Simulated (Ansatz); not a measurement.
`CCO[SiH3]` → ethanol + `[SiH2]` at 600 K and 1 bar (silylene loss).

Program: Ansatz. Geometries: PBE0-D4/def2-TZVP. ΔE: electronic, gas phase. CCSD(T)/CBS adds triple-zeta CCSD(T) − MP2 to the extrapolated MP2 energy (def2 sets, frozen cores). This one scheme is used for every species. Each species was taken in one conformer, which may not be the lowest.

| species | CCSD(T)/CBS energy (Eh) | H − E (kJ/mol) | S (J/(mol·K)) |
| --- | --- | --- | --- |
| `CCO[SiH3]` | -445.19614 | 309.5 | 418.6 |
| `CCO` | -154.88256 | 250.6 | 328.9 |
| `[SiH2]` | -290.19011 | 52.1 | 233.9 |

H − E and S are ideal-gas, rigid-rotor, harmonic terms from PBE0-D4/def2-TZVP, for one conformer and one mirror image of each species. 1 Eh = 2625.50 kJ/mol, R = 8.31446 J/(mol·K).

Q: By hand: ΔE, ΔH, ΔS and ΔG.

A: ΔE = (-154.88256) + (-290.19011) − (-445.19614) = 0.12347 Eh = 324.2 kJ/mol. Δ(H − E) = 250.6 + 52.1 − 309.5 = -6.8, so ΔH = 317.4 kJ/mol. ΔS = 328.9 + 233.9 − 418.6 = 144.2 J/(mol·K). ΔG = 317.4 − 600 × (144.2)/1000 = 230.9 kJ/mol.

Q: By hand: the equilibrium constant, and the temperature at which ΔG would vanish if ΔH and ΔS stayed fixed.

A: log₁₀ K = −ΔG/(RT ln 10) = -20.1. ΔG = 0 at ΔH/ΔS = 2201 K.

The number of gas molecules changes by +1, which sets the sign of ΔS. A doubt of 5 kJ/mol in ΔE shifts log₁₀ K by 0.4 here. Other conformers and mirror images would add mixing entropy, several J/(mol·K) or more a flexible species. Modes under 60 cm⁻¹, often nearly free rotors, make the harmonic entropy too high. These are equilibria of isolated gas molecules and say nothing of rates. Largest T1 diagnostic: 0.014 (customary marks: 0.02 for closed shells, 0.045 for open ones).
